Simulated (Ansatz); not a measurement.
Reaction (cleavage of the Sn–Al bond): `[SiH3][Al]([Cl])[SnH3]` + `C[SeH]` → `C[Se][SnH3]` + `[SiH3][AlH][Cl]`

Gas-phase electronic energies from Ansatz, PBE0-D4/def2-TZVP geometries. CBS: MP2 limit from def2 TZ/QZ plus the TZ coupled-cluster correction, frozen cores. Functionals use def2-TZVPP. Elements past krypton have def2 core potentials. For Se, Sn outer-core shells are correlated without core-valence functions, which leaves a few kJ/mol of doubt a bond. Scalar relativity is left out up to krypton.

Question: Is it downhill or uphill in electronic energy at CCSD(T)/CBS, and by how much? (An estimate is asked.)

Answer: Computed: Downhill: ΔE = -27.0 kJ/mol.

Question: What do these levels give: BLYP-D4, PBE0-D4, r2SCAN0-D4, ωB97M-V, BLYP, r2SCANh, LC-ωPBE, SCS-MP2/def2-TZVPP, HF/def2-QZVPP, SCS-MP2/def2-QZVPP, HF/CBS(def2), CCSD/CBS(def2)? (Estimate.)

Answer: Ansatz gave: BLYP-D4 -24.3, PBE0-D4 -19.1, r2SCAN0-D4 -23.2, ωB97M-V -26.2, BLYP -21.1, r2SCANh -22.9, LC-ωPBE -21.6, SCS-MP2/def2-TZVPP -27.9, HF/def2-QZVPP -36.1, SCS-MP2/def2-QZVPP -31.4, HF/CBS(def2) -36.3, CCSD/CBS(def2) -27.4 kJ/mol.

Largest T1 diagnostic among the species: 0.013.

In def2-TZVPP, CCSD(T) changes the Hartree–Fock value by +13.7 kJ/mol (the triples alone add +0.4 kJ/mol) and MP2 by +7.9 kJ/mol. Leaving LDA and LC-ωPBE aside and taking each functional with its dispersion term where it has one, the values, not all of them listed here, spread over 15.9 kJ/mol, from B97M-V to PBE-D4. LDA lies +4.3 kJ/mol from PBE without D4. From BLYP to BHLYP (50 % exact exchange), in def2-TZVPP and without D4, ΔE moves by −6.2 kJ/mol.
